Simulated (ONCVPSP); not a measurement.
**tin (Sn), ONCV: configuration errors across variants**

ONCVPSP 4.0.1 input, shortened (lines: element, Z, core and valence counts, functional; n l f; lmax; l rc ep ncon nbas qcut; lloc lpopt rc5 dvloc0; l nproj debl; icmod fcfact rcfact), revPBE, scalar-relativistic:

```
  Sn 50.00    7    4  -102130      upf
    1    0    2.00
    2    0    2.00
    2    1    6.00
    3    0    2.00
    3    1    6.00
    3    2   10.00
    4    0    2.00
    4    1    6.00
    4    2   10.00
    5    0    1.75
    5    1    2.25
    2
    0    2.15    0.00    5   10    2.50
    1    1.50    0.00    4    9    9.30
    2    1.40    0.00    4    8   13.70
    4    5    1.30    0.00
    0    2    2.80
    1    2    1.30
    2    3    3.00
    0    0.00    0.00
```

All-electron excitation energies from the reference (eV): (1) 4p6 4d10 5s2 5p2 -1.718; (2) 4p6 4d10 5s2 5p1 5.089; (3) 4p6 4d10 5s2 5p0 18.935; (4) 4p6 4d9 5s2 5p3 22.775.

2 further variants failed, have other tests or too few solved ones, and are left out.

A true bound ghost makes a file unfit for plane-wave use even where its test errors are small: the radial tests pick states by their node count and pass the ghost by.

Errors AE − PS in meV (a dash: test not solved or not reliable):

| change | (1) | (2) | (3) | (4) | bound ghosts | GHOST(+) flags above zero |
| --- | --- | --- | --- | --- | --- | --- |
| base | -0.2 | -2.3 | -6.8 | -16 | s | none |
| all radii scaled by about 0.80 (s 1.72, p 1.20, d 1.12 bohr); local potential polynomial inside 1.04 bohr (lpopt 5, dvloc0 0 Ha) | -0.1 | -1.8 | -5.0 | -32 | s | s |
| p: nproj 3 | -0.2 | -2.3 | -6.8 | -16 | s | none |
| s: qcut 1.5 | -0.2 | -2.3 | -6.3 | +1.0 | s | none |
| p: qcut 8.4 | -0.2 | -2.3 | -6.8 | -16 | s | none |
| p: nbas 7 | -0.2 | -2.3 | -6.8 | -16 | s | none |

Q: Give the same row for: p: ncon 3, nbas 8.

A: -0.2, -2.3, -6.7, -16; bound ghosts: s; GHOST(+) flags above zero: none.
